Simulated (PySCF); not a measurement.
## A small calculation by hand: oscillator strength and radiative lifetime

(E)-1-chloro-3,3-difluoroprop-1-ene (C3H3ClF2), SMILES FC(F)/C=C/Cl.

Geometry optimised at B3LYP-D3(BJ)/def2-SVP. The values are those of a single conformer.

TDDFT-PBE/def2-SVPD run with PySCF 2.14.0 puts the first singlet state with f over 0.02 at 6.12 eV (vertical), with the transition dipole (-1.082, -0.485, 0.633) in atomic units.

Task: Find the oscillator strength, the wavelength and the radiative lifetime that this transition would have in vacuum if emission retraced absorption.

Result: 
|μ|² = 1.8066 au, so |μ| = 3.42 D. ΔE = 6.12/27.211 = 0.2249 hartree. f = (2/3) ΔE |μ|² = 0.271 (the program prints 0.271).
λ = 1239.84/6.12 = 203 nm; ν = 49361 cm⁻¹.
Einstein's coefficient A = 0.6670 ν² f s⁻¹ (ν in cm⁻¹) = 4.4e8 s⁻¹, so τ = 1/A = 2.3 ns. This state is S2; the lower singlet has f = 0.009. The figure is the radiative limit of this one transition; relaxation, internal conversion, crossing to triplets and a medium change what is measured.
